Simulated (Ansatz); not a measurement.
Geometry optimisation, Ansatz, RKS CAM-B3LYP-D4/def2-mTZVP.

The input (input.yaml):

```yaml
crystal:
  periodic: [false, false, false]
  atoms:
    - { symbol: W, position_ang: [0.0, 0.0, 0.0] }
    - { symbol: H, position_ang: [0.9528, 0.0, 1.6669] }
    - { symbol: H, position_ang: [1.6669, 0.0, 0.9528] }
    - { symbol: H, position_ang: [0.0, 1.72, 0.0] }
    - { symbol: H, position_ang: [-1.72, 0.0, 0.0] }
    - { symbol: H, position_ang: [0.0, -1.72, 0.0] }
    - { symbol: H, position_ang: [0.0, 0.0, -1.72] }
basis:
  gaussian: { orbitals: def2-mTZVP }
hamiltonian:
  xc: cam_b3lyp
  dispersion: d4
relax:
  f_tol: 0.15
  max_steps: 25
  restrain:
    - { distance: [1, 2], at: 0.66, k: 30.0 }
    - { distance: [0, 1], at: 2.92, k: 30.0 }
    - { distance: [0, 2], at: 2.92, k: 30.0 }
```

Command:

```bash
$ ansatz run input.yaml --threads 1 --pin off --max-ram 2048MiB --backend cpu --events-out ev --progress --plain --runs-dir out
```

Q: Where does it end, and by what steps?

A: The forces met the threshold. The restraints hold the end off the free minimum; the threshold counts their pulls, which the force column leaves out. Restrained pairs: H2–H3 (1.01 → 0.71 Å), W1–H2 (1.92 → 2.92 Å), W1–H3 (1.92 → 2.92 Å). After 7 steps the energy has fallen by 2.519 eV (the restraints' own energy left out); W1 moved furthest, 0.61 Å.

```json
{"step": "0", "energy less start (eV)": "0.0000", "largest force component (eV/Å)": "2.701", "accepted": "yes"}
{"step": "1", "energy less start (eV)": "-0.6018", "largest force component (eV/Å)": "2.667", "accepted": "yes"}
{"step": "2", "energy less start (eV)": "-0.8019", "largest force component (eV/Å)": "3.293", "accepted": "yes"}
{"step": "3", "energy less start (eV)": "-1.0269", "largest force component (eV/Å)": "4.619", "accepted": "yes"}
{"step": "4", "energy less start (eV)": "-2.0195", "largest force component (eV/Å)": "1.992", "accepted": "yes"}
{"step": "5", "energy less start (eV)": "-2.4940", "largest force component (eV/Å)": "0.917", "accepted": "yes"}
{"step": "6", "energy less start (eV)": "-2.5114", "largest force component (eV/Å)": "1.111", "accepted": "yes"}
{"step": "7", "energy less start (eV)": "-2.5185", "largest force component (eV/Å)": "1.117", "accepted": "yes"}
```

```xyz
7
Properties=species:S:1:pos:R:3
W -0.432 0.000 -0.432
H 1.373 0.043 1.869
H 1.869 -0.043 1.373
H 0.244 1.495 0.089
H -2.116 -0.128 -0.128
H 0.089 -1.495 0.244
H -0.128 0.128 -2.116
```

Time of the run: 27 s on 1 thread of Arm Neoverse V2, on a shared host, peak memory 0.11 GiB.
